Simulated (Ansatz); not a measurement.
System: heptafluorocyclopentane, C$_{5}$H$_{3}$F$_{7}$, charge 0, multiplicity 1. 
Coordinates optimised at B3LYP-D3(BJ)/def2-TZVP (Ansatz, a quantum-chemistry and plane-wave program):
```
C
F 1 1.3469
F 1 1.3552 2 108.35
C 1 1.5326 2 113.79 3 123.18
F 4 1.3749 1 111.40 2 -78.10
H 4 1.0909 5 108.15 1 -118.91
C 4 1.5349 6 112.40 5 124.05
H 7 1.0867 4 112.59 6 -27.85
H 7 1.0890 8 109.19 4 121.07
C 7 1.5349 8 110.69 9 119.56
F 10 1.3542 7 112.61 8 1.01
F 10 1.3565 11 107.40 7 122.92
C 1 1.5463 2 112.55 3 -120.32
F 13 1.3368 1 113.68 2 74.39
F 13 1.3571 14 108.99 1 120.43
```
Charge 0, spin multiplicity 1.

Total electronic energies in hartree. Cores are frozen in the correlated levels unless marked. No spin-orbit coupling. No relativistic terms. CBS marks a two-point X^-3 extrapolation of the correlation energy; Hartree-Fock from the larger set. [CCSD(T)-MP2]/basis is that difference in the basis named.

```
level                                                                 program  energy (Eh)
-------------------------------------------------------------  --------------  -----------
HF/6-31G                                                               Ansatz   -886.85176
HF/aug-cc-pVTZ                                                         Ansatz   -887.49321
RI-HF/aug-cc-pVQZ                                                      Ansatz   -887.55111
BLYP-D4/def2-TZVPD                                             Ansatz + dftd4   -891.51864
PBE0/def2-TZVP                                                         Ansatz   -890.73383
BHLYP/def2-TZVPD                                                       Ansatz   -891.24485
r2SCANh-D4/def2-TZVPD                                          Ansatz + dftd4          ___
LC-wPBE/def2-TZVPD                                                     Ansatz          ___
B2PLYP-D4/def2-TZVPD                                           Ansatz + dftd4          ___
MP2/cc-pVTZ                                                            Ansatz   -890.01852
SCS-MP2/STO-3G                                                         Ansatz   -875.43733
SCS-MP2/6-31G                                                          Ansatz   -888.08973
CCSD/6-31G                                                             Ansatz   -888.15497
RI-MP2/CBS(aug-cc-pVTZ,aug-cc-pVQZ)+[CCSD(T)-MP2]/aug-cc-pVDZ          Ansatz    -890.5756
RI-MP2/CBS(cc-pVTZ,cc-pVQZ)+[CCSD(T)-MP2]/cc-pVTZ                      Ansatz    -890.5699
```

**Question.** What belongs in the gaps?

**Answer.** 
- r2SCANh-D4/def2-TZVPD, energy (Eh): -891.19037
- LC-wPBE/def2-TZVPD, energy (Eh): -891.12488
- B2PLYP-D4/def2-TZVPD, energy (Eh): -891.09819
